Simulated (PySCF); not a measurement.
H₈NSi₂, SMILES [SiH3][NH2+][SiH3], charge +1.

The structure is a stationary point at PBE0-D3(BJ)/def2-SVP. The isomer is the one that the SMILES or the coordinates give; other isomers of the formula were not compared.

All values below come from PBE/def2-TZVPD run with PySCF.

Isolated molecule, no solvent.

Q: Estimate the frontier levels, gap, dipole moment and polarisability. (The exact figures need the calculation; the answer reports its results.)

A: 
| Property | Result |
|---|---|
| highest occupied level | -13.44 eV |
| lowest empty level | -6.64 eV |
| orbital gap | 6.80 eV |
| dipole moment about the centre of nuclear charge | 1.73 D |
| mean static polarisability | 58.7 bohr³ (8.70 Å³) |
| polarisability, principal values | 53.9, 54.6, 67.7 bohr³ |
